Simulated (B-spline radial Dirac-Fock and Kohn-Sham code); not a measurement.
Br: input and output of one calculation

ΔSCF core binding energies without Breit or QED terms, calculated with a B-spline atomic structure program. Keys: rel is the Hamiltonian (dirac, or spin-free x2c and nr, where L3 and M5 stand for the whole 2p and 3d shells), method is hf or an exchange,correlation pair (spin-unpolarised, also for the hole states), nuc the nuclear model, radius_factor scales its radius, rmax is the box in bohr, h the logarithmic mesh step, order the B-spline order, points the quadrature points per cell, c_factor scales the speed of light, and damp, ndamp, maxit and tol steer the iteration. The run stops when the commutator error falls below 10·tol·max(1, Z/10), or the numerical noise floor, and the energy has settled to about 1e-8 Ha; the virial ratio is −V/T.

Input (task.json):

```json
{"items": [{"Z": 35, "q": 0, "cfg": [[1, 0, 2], [2, 0, 2], [2, 1, 6], [3, 0, 2], [3, 1, 6], [3, 2, 10], [4, 0, 2], [4, 1, 5]], "A": 79, "rrms": 4.1629, "do": "settings", "holes": ["K", "L3", "M5"],
  "settings": [{"rel": "dirac", "method": "hf", "nuc": "fermi", "radius_factor": 1.0, "rmax": 45.0, "h": 0.3, "order": 8, "points": 10, "c_factor": 1.0, "maxit": 5, "damp": 0.5, "ndamp": 3, "tol": 1e-08}]}]}
```

Command: `python xray2_run.py task.json out`

Ground-state iterations:

```
iter   energy (Ha)        error
   1    -2604.53306297  1.26e+00
   2    -2604.93338103  9.83e-02
   3    -2605.01991635  2.53e-02
   4    -2605.02302086  9.92e-03
   5    -2605.02334617  1.95e-03
```

The ground state had not converged after 5 iterations, with total energy -2605.02335 Ha, virial ratio 1.97494 and highest orbital energy -12.25 eV. ΔSCF binding energies: K (1s) 13511.8 eV, M5 (3d5/2) 76.57 eV (not all states converged, so these are not final). Holes are computed only in closed shells, and unreliable hole states are left out.

Problem. One setting is unsound. Which, and why?

Solution. maxit ends the run before self-consistency. With the default settings (Dirac Hartree-Fock): The ground state converged in 10 iterations, with total energy -2605.02339 Ha, virial ratio 1.97482 and highest orbital energy -12.23 eV. ΔSCF binding energies: K (1s) 13511.8 eV, M5 (3d5/2) 76.56 eV. Holes are computed only in closed shells, and unreliable hole states are left out.
